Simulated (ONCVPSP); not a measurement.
PBE ONCV dataset for O, scalar-relativistic all-electron reference.

* Element: O (Z = 8)
* Generator: ONCVPSP 4.0.1
* Type: optimised norm-conserving Vanderbilt (ONCV)
* Functional: PBE
* Relativity: scalar-relativistic
* Frozen core: [He]
* Valence charge: 6
* Reference configuration: 2s2 2p2 (charge +2)
* Partial waves: 2s: rc 0.85 bohr, ncon 3, nbas 7, qcut 8 1/bohr, 2 projectors, debl 2.8 Ha; 2p: rc 1.20 bohr, ncon 3, nbas 6, qcut 11.6 1/bohr, 2 projectors, debl 3.6 Ha; d scattering state at 0.03 Ha: rc 1.15 bohr, ncon 3, nbas 6, qcut 7.2 1/bohr, 1 projector
* Local potential: polynomial inside 0.60 bohr (lpopt 3, dvloc0 6 Ha)
* Core correction: none

All-electron outer shells of the reference configuration (PBE, scalar-relativistic, ld1.x):

| shell | level (eV) | outermost node (bohr) | outermost maximum (bohr) |
| --- | --- | --- | --- |
| 1s | -557.75 | – | 0.13 |
| 2s | -58.35 | 0.27 | 0.84 |
| 2p | -43.24 | – | 0.75 |

**Question.** Does the generator finish with these settings?

**Answer.** Yes, a potential is produced and its reference levels are reproduced.

**Question.** Estimate the cutoffs (Ha) at which the residual kinetic energy of the hardest occupied pseudo-wave falls to 1 and 0.1 mHa per electron.

**Answer.** 44 Ha and 183 Ha.

**Question.** Does the potential have ghost states?

**Answer.** No bound ghost flagged; no localised positive-energy state flagged.

**Question.** Tests: 2s2 2p4; 2s2 2p3; 2s2 2p1; 2s2 2p0. Which has the largest error in its energy relative to the reference configuration, and how large is it?

**Answer.** 2s2 2p0, with +669 meV (all-electron minus pseudo) on +130.77 eV.
